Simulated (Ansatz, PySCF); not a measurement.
Torsion H4–S1–Pb2–S3 in H2PbS2 (SMILES [SH][Pb][SH]); at each angle all else is relaxed with GFN2-xTB, and the levels are single points there.
Geometry at 180° (charge 0, multiplicity 1):
```csv
atom,x (Å),y (Å),z (Å)
S,1.9628,-0.5143,-0.4924
Pb,-0.3898,-1.2841,0.0416
S,0.0846,-3.7514,-0.0952
H,1.7313,0.7881,-0.4244
H,1.3693,-3.7063,-0.3916
```

On the grid 0° to 330°, 90° is the highest and 180° the lowest point at MP2/CBS(def2-TZVPP, def2-QZVPP) + ΔCCSD(T)/def2-TZVPP.

Cores are frozen in the correlated methods. Filled d and f shells under p-block atoms count as core.

Codes used: Ansatz (Gaussian basis) for Hartree–Fock, density functionals and correlated methods; PySCF for the dispersion terms. Each number belongs to the level named beside it. In def2 rows elements past Kr take small-core potentials, without spin–orbit coupling.

```json
[
 {"level": "HF/def2-SVP", "energy at 90° less that at 180° (meV)": "226.1"},
 {"level": "SVWN5/def2-TZVPP", "energy at 90° less that at 180° (meV)": "…"},
 {"level": "PBE-D3(BJ)/def2-TZVPP", "energy at 90° less that at 180° (meV)": "262.8"},
 {"level": "r2SCAN/def2-TZVPP", "energy at 90° less that at 180° (meV)": "…"},
 {"level": "B3LYP-D4/def2-TZVPP", "energy at 90° less that at 180° (meV)": "258.5"},
 {"level": "PBE0-D4/def2-TZVPP", "energy at 90° less that at 180° (meV)": "259.5"},
 {"level": "MP2/def2-SVP", "energy at 90° less that at 180° (meV)": "256.7"},
 {"level": "MP2/def2-TZVPP", "energy at 90° less that at 180° (meV)": "260.4"},
 {"level": "SCS-MP2/def2-TZVPP", "energy at 90° less that at 180° (meV)": "254.2"}
]
```

**Question.** Complete the blanks.

**Answer.** 
- SVWN5/def2-TZVPP, energy at 90° less that at 180° (meV): 284.8
- r2SCAN/def2-TZVPP, energy at 90° less that at 180° (meV): 276.4

Ansatz is a quantum-chemistry and plane-wave program.
